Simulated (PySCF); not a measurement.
C4H4BFS, SMILES `c1sc(B)cc1F`, neutral singlet in the gas phase. 

Cartesian coordinates (Å):
SMILES: Bc1cc(F)cs1
```xyz
11

B      2.1934     0.3902     0.2383
C      0.7077     0.2008    -0.0248
C     -0.2197    -0.5631     0.6805
C     -1.5162    -0.4891     0.1306
F     -2.5605    -1.1404     0.6434
C     -1.6078     0.3181    -0.9870
S     -0.0829     0.9972    -1.3717
H      2.8596     1.0961    -0.4772
H      2.7003    -0.1759     1.1750
H      0.0316    -1.1536     1.5621
H     -2.5055     0.5198    -1.5692
```
Charge 0, spin multiplicity 1.

All levels are single points at this geometry (B3LYP-D3(BJ)/def2-SVP); Pople sets use spherical d functions. Orbital energies aren't observables, and empty levels follow the basis.

```
level                            HOMO (eV)  LUMO (eV)  gap (eV)  dipole (D)  vertical IE, Delta-SCF (eV)
-------------------------------  ---------  ---------  --------  ----------  ---------------------------
B3LYP-D3(BJ)/def2-TZVP in PySCF      -7.16      -2.51      4.64        0.98                         9.28
B3LYP/3-21G in PySCF                 -7.00      -2.31      4.69        1.04                            –
B3LYP/LANL2DZ in PySCF               -7.33      -2.57      4.76        0.73                            –
SVWN5/6-31G* in PySCF                -6.25      -3.05      3.19        1.36                         9.26
HF/3-21G in PySCF                    -9.58       1.07     10.65        0.24                            –
HF/6-31G* in PySCF                   -9.26       1.32     10.59        0.35                            –
```
